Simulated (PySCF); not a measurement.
Isomers of C5H8OS, mass 116.030 u with the commonest isotopes. Method used: PBE0-D3(BJ)/def2-SVP geometry optimisation, gas phase in PySCF 2.14.0. One conformer each, none proved a minimum here; rigid rotors.

Question: Order these by rotational constant C, largest first.
A. `[CH3:1][C:2](=[S:3])[CH:4]1[CH2:5][O:6][CH2:7]1` with C1–C2–C4–C5 -61°, C2–C4–C5–O6 107°, C4–C5–O6–C7 10°, C5–O6–C7–C4 -10°, C2–C4–C7–O6 -103°
B. `[CH2:1]=[CH:2][CH2:3][O:4][C:5]([CH3:6])=[S:7]` with C1–C2–C3–O4 130°, C2–C3–O4–C5 177°, C3–O4–C5–C6 -179°
C. `[CH2:1]=[CH:2]/[CH:3]=[CH:4]\[S@@:5]([CH3:6])=[O:7]` with C1–C2–C3–C4 -177°, C3–C4–S5–C6 111°
D. `[O:1]=[C:2]1[CH2:3][CH2:4][S:5][CH2:6][CH2:7]1` with O1–C2–C3–C4 -128°, C2–C3–C4–S5 -59°, C3–C4–S5–C6 57°, C4–S5–C6–C7 -57° (tetrahydrothiopyran-4-one)
E. `[O:1]=[S@:2]1[CH:3]=[CH:4][CH2:5][CH2:6][CH2:7]1` with O1–S2–C3–C4 133°, C3–C4–C5–C6 7°, C4–C5–C6–C7 -43°, C5–C6–C7–S2 71°

Answer: E (1449 MHz), D (1358 MHz), A (1245 MHz), C (1047 MHz), B (915.5 MHz).

Question: Order these by dipole moment, smallest first.
A. `[CH3:1][C:2](=[S:3])[CH:4]1[CH2:5][O:6][CH2:7]1` with C1–C2–C4–C5 -61°, C2–C4–C5–O6 107°, C4–C5–O6–C7 10°, C5–O6–C7–C4 -10°, C2–C4–C7–O6 -103°
B. `[CH2:1]=[CH:2]/[CH:3]=[CH:4]\[S@@:5]([CH3:6])=[O:7]` with C1–C2–C3–C4 -177°, C3–C4–S5–C6 111°
C. `[O:1]=[C:2]1[CH2:3][CH2:4][S:5][CH2:6][CH2:7]1` with O1–C2–C3–C4 -128°, C2–C3–C4–S5 -59°, C3–C4–S5–C6 57°, C4–S5–C6–C7 -57°
D. `[CH2:1]=[CH:2][CH2:3][O:4][C:5]([CH3:6])=[S:7]` with C1–C2–C3–O4 130°, C2–C3–O4–C5 177°, C3–O4–C5–C6 -179°
E. `[O:1]=[S@:2]1[CH:3]=[CH:4][CH2:5][CH2:6][CH2:7]1` with O1–S2–C3–C4 133°, C3–C4–C5–C6 7°, C4–C5–C6–C7 -43°, C5–C6–C7–S2 71°

Answer: A (1.21 D), C (1.34 D), D (2.29 D), B (4.29 D), E (4.82 D).

Question: Order these by radius of gyration √(Σ m r²/M), largest first.
A. `[O:1]=[C:2]1[CH2:3][CH2:4][S:5][CH2:6][CH2:7]1` with O1–C2–C3–C4 -128°, C2–C3–C4–S5 -59°, C3–C4–S5–C6 57°, C4–S5–C6–C7 -57° (tetrahydrothiopyran-4-one)
B. `[CH2:1]=[CH:2][CH2:3][O:4][C:5]([CH3:6])=[S:7]` with C1–C2–C3–O4 130°, C2–C3–O4–C5 177°, C3–O4–C5–C6 -179°
C. `[O:1]=[S@:2]1[CH:3]=[CH:4][CH2:5][CH2:6][CH2:7]1` with O1–S2–C3–C4 133°, C3–C4–C5–C6 7°, C4–C5–C6–C7 -43°, C5–C6–C7–S2 71°
D. `[CH2:1]=[CH:2]/[CH:3]=[CH:4]\[S@@:5]([CH3:6])=[O:7]` with C1–C2–C3–C4 -177°, C3–C4–S5–C6 111°
E. `[CH3:1][C:2](=[S:3])[CH:4]1[CH2:5][O:6][CH2:7]1` with C1–C2–C4–C5 -61°, C2–C4–C5–O6 107°, C4–C5–O6–C7 10°, C5–O6–C7–C4 -10°, C2–C4–C7–O6 -103°

Answer: B (2.200 Å), D (2.125 Å), E (1.952 Å), A (1.830 Å), C (1.777 Å).

```tsv
SMILES	point group	Ia (u·Å²)	Ib (u·Å²)	Ic (u·Å²)	κ	μa (D)	μb (D)	μc (D)
O=[S@]1C=CCCC1	C1	119.69	264.49	348.85	-0.67	4.74	0.46	0.73
C=C/C=C\[S@@](C)=O	C1	101.21	464.07	482.50	-0.98	3.01	2.87	1.04
CC(=S)C1COC1	C1	106.58	371.99	406.02	-0.93	1.07	0.30	0.46
O=C1CCSCC1	Cs	127.32	277.72	372.18	-0.65	1.32	0.00	0.26
C=CCOC(C)=S	C1	110.37	460.85	552.00	-0.90	1.66	1.57	0.14
```
